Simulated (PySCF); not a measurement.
# Computed vibrations of [Lu(OH)4]−

[Lu(OH)4]− (singlet in the valence; each metal's 4f electrons, 14 of them, lie in its core potential, out of spins and levels). PySCF 2.14.0, RKS PBE, Lu lcecp-1-SVP with ECP60, O def2-SVP, H def2-SVP; non-relativistic Hamiltonian with scalar-relativistic core potentials where named; density fitting; no spin-orbit coupling. Central differences of gradients.

```xyz
9

Lu   -0.0110    0.0033   -0.0001
O     1.1849    1.2630    1.1882
H     2.1380    1.3580    1.0250
O    -1.1230   -1.3113    1.2019
H    -2.0412   -1.6144    1.1289
O     1.3095   -1.1420   -1.1769
H     1.5760   -2.0342   -0.8980
O    -1.2723    1.1644   -1.2088
H    -1.3366    2.1275   -1.3018
```

Run from Python with OMP_NUM_THREADS=2. Where DIIS fails, smearing, a level shift and second-order steps follow.
It took 4.7 min on 2 threads of Arm Neoverse V1 (shared host).

(1) What are the harmonic wavenumbers and infrared intensities?

(2) Is this a minimum?

An lcecp potential fixes the number of 4f electrons, so in runs with it no electron can move into or out of that shell.

## Answers

(1) Negative numbers are unstable modes, those under 60 cm⁻¹ near the noise; a finer grid moves soft modes by up to 10 cm⁻¹.
```csv
cm⁻¹,km/mol,symmetry
-51,–,
40,1.6,
90,18.2,
95,16.5,
135,7.7,
173,37.4,
178,107.6,
191,91.8,
251,258.6,
267,95.7,
272,48.1,
340,60.9,
345,126.3,
490,78.8,
503,118.8,
506,113.9,
526,1.7,
3768,6.4,
3775,8.3,
3800,7.9,
3800,9.9,
```

(2) Probably not: 1 unstable, though so soft as to be near the noise; the lowest moves the atoms so:
```
Lu   0.01  0.02  0.00
O    0.03 -0.05  0.04
H    0.12 -0.30  0.41
O   -0.02  0.00 -0.02
H    0.01  0.01 -0.58
O   -0.04 -0.06  0.02
H   -0.22 -0.12 -0.01
O   -0.10 -0.11  0.01
H   -0.48 -0.16 -0.19
```
